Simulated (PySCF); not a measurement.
F5Sb, charge -1, doublet, at a GFN2-xTB geometry (a state made from the parent by changing its charge; the spin is typed, not shown lowest) (core potentials on Sb); PySCF with M062X/def2-SVP.

The PySCF input:
```python
from pyscf import gto, scf, dft

mol = gto.M(
    atom='''
Sb   -0.14082778    0.06892398    0.18765744
F     1.37299800   -0.81046783    1.42071276
F    -1.45490835    0.85055641   -1.31156465
F     0.98143243    1.89186455    0.13433258
F     0.96184478   -0.47074637   -1.28168834
F    -1.06334278   -1.85177597   -0.02518448
''',
    basis='def2-svp',
    ecp={'Sb': 'def2-svp'},
    charge=-1,
    spin=1,
    verbose=4,
)

mf = dft.UKS(mol)
mf.xc = 'm062x'
mf.kernel()
```

Question: What does PySCF print? Leave out banner, timings and long lists.

Answer: 
```
PySCF version 2.14.0

[INPUT] verbose = 4
[INPUT] num. atoms = 6
[INPUT] num. electrons = 69
[INPUT] charge = -1
[INPUT] spin (= nelec alpha-beta = 2S) = 1
[INPUT] symmetry False subgroup None
[INPUT] Mole.unit = angstrom
[INPUT] Symbol           X                Y                Z      unit          X                Y                Z       unit  Magmom
[INPUT]  1 Sb    -0.140827780000   0.068923980000   0.187657440000 AA   -0.266125934931   0.130247445615   0.354621166837 Bohr   0.0
[INPUT]  2 F      1.372998000000  -0.810467830000   1.420712760000 AA    2.594590189576  -1.531562231471   2.684758018075 Bohr   0.0
[INPUT]  3 F     -1.454908350000   0.850556410000  -1.311564650000 AA   -2.749378317843   1.607318668393  -2.478497983161 Bohr   0.0
[INPUT]  4 F      0.981432430000   1.891864550000   0.134332580000 AA    1.854638502466   3.575105864274   0.253851785806 Bohr   0.0
[INPUT]  5 F      0.961844780000  -0.470746370000  -1.281688340000 AA    1.817623208543  -0.889581713433  -2.422039939648 Bohr   0.0
[INPUT]  6 F     -1.063342780000  -1.851775970000  -0.025184480000 AA   -2.009426630734  -3.499349427351  -0.047591769790 Bohr   0.0

nuclear repulsion = 400.956512965583
number of shells = 40
number of NR pGTOs = 181
number of NR cGTOs = 96
basis = def2-svp
ecp = {'Sb': 'def2-svp'}

******** <class 'pyscf.dft.uks.UKS'> ********
method = UKS
initial guess = minao
damping factor = 0
level_shift factor = 0
DIIS = <class 'pyscf.scf.diis.CDIIS'>
diis_start_cycle = 1
diis_space = 8
diis_damp = 0
SCF conv_tol = 1e-09
SCF conv_tol_grad = None
SCF max_cycles = 50
direct_scf = True
direct_scf_tol = 1e-13
number electrons alpha = 35  beta = 34
XC library pyscf.dft.libxc version 7.1.2
    S. Lehtola, C. Steigemann, M. J. T. Oliveira, and M. A. L. Marques,  SoftwareX 7, 1–5 (2018)
XC functionals = m062x
    Y. Zhao and D. G. Truhlar,  Theor. Chem. Acc. 120, 215 (2008)
    Y. Zhao and D. G. Truhlar,  Theor. Chem. Acc. 120, 215 (2008)
radial grids:
    Treutler-Ahlrichs [JCP 102, 346 (1995); DOI:10.1063/1.469408] (M4) radial grids

becke partition: Becke, JCP 88, 2547 (1988); DOI:10.1063/1.454033
pruning grids: <function nwchem_prune>
grids dens level: 3
symmetrized grids: False
atomic radii adjust function: <function treutler_atomic_radii_adjust>
small_rho_cutoff = 0
Set gradient conv threshold to 3.16228e-05
tot grids = 93272
init E= -712.807068926349

cycle= 1 E= -738.223871656004  delta_E= -25.4  |g|= 1.36  |ddm|= 6.77
cycle= 2 E= -738.762011767887  delta_E= -0.538  |g|= 0.715  |ddm|= 2.97
cycle= 3 E= -738.91577285782  delta_E= -0.154  |g|= 0.19  |ddm|= 0.93
cycle= 4 E= -738.927200908953  delta_E= -0.0114  |g|= 0.0711  |ddm|= 0.17
cycle= 5 E= -738.929071064833  delta_E= -0.00187  |g|= 0.00666  |ddm|= 0.0639
cycle= 6 E= -738.929111515656  delta_E= -4.05e-05  |g|= 0.00583  |ddm|= 0.0154
cycle= 7 E= -738.92912849805  delta_E= -1.7e-05  |g|= 0.00113  |ddm|= 0.00634
cycle= 8 E= -738.929131610076  delta_E= -3.11e-06  |g|= 0.000419  |ddm|= 0.0039
cycle= 9 E= -738.92913219034  delta_E= -5.8e-07  |g|= 0.000143  |ddm|= 0.00184
cycle= 10 E= -738.929132251702  delta_E= -6.14e-08  |g|= 2.83e-05  |ddm|= 0.000722
cycle= 11 E= -738.929132252935  delta_E= -1.23e-09  |g|= 1.72e-05  |ddm|= 8.84e-05
cycle= 12 E= -738.929132253105  delta_E= -1.7e-10  |g|= 8.63e-06  |ddm|= 2.14e-05
Extra cycle  E= -738.929132253147  delta_E= -4.18e-11  |g|= 9.52e-06  |ddm|= 1.59e-05
converged SCF energy = -738.929132253147  <S^2> = 0.76444528  2S+1 = 2.0143935
```
